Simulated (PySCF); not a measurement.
## Exercise with solution: entropy of an ideal gas

ClH2Si, SMILES [SiH2]Cl, multiplicity 2.

Coordinates come from a B3LYP-D3(BJ)/def2-TZVP optimisation. The isomer is the one that the SMILES or the coordinates give; other isomers of the formula were not compared.

B3LYP-D3(BJ)/def2-TZVP (PySCF 2.14.0) gives the harmonic wavenumbers 531, 648, 728, 922, 2176, 2217 cm⁻¹ and the rotational temperatures 6.2132, 0.3318, 0.3224 K. The molar mass is 65.55 g/mol, the symmetry number 1, the spin multiplicity 2.

Work out the entropy at 298.15 K and 1 atm in the rigid-rotor, harmonic-oscillator model.


Translation (Sackur–Tetrode at 1 atm): S = R[1.5 ln M + 2.5 ln T − 1.16487] = 160.9 J/(mol K).
Rotation: q = (√π/σ) T^1.5/√(θA θB θC) = 11200, S = R[ln q + 3/2] = 90.0 J/(mol K).
Vibration: with u = 1.4388 ν/T, each mode gives R[u/(e^u − 1) − ln(1 − e^−u)]:
```csv
ν (cm⁻¹),modes,u,S (J/(mol K))
531,1,2.56,2.45
648,1,3.13,1.57
728,1,3.51,1.15
922,1,4.45,0.54
```
The stiffer modes add less than 0.005 each. Sum 5.7 J/(mol K).
Spin: R ln 2 = 5.8 J/(mol K).
Total 262.4 J/(mol K); the program's own thermochemistry gives 262.4. Translation makes up 61 % and vibration 2 %. Anharmonicity, hindered rotation and orbital degeneracy are left out.
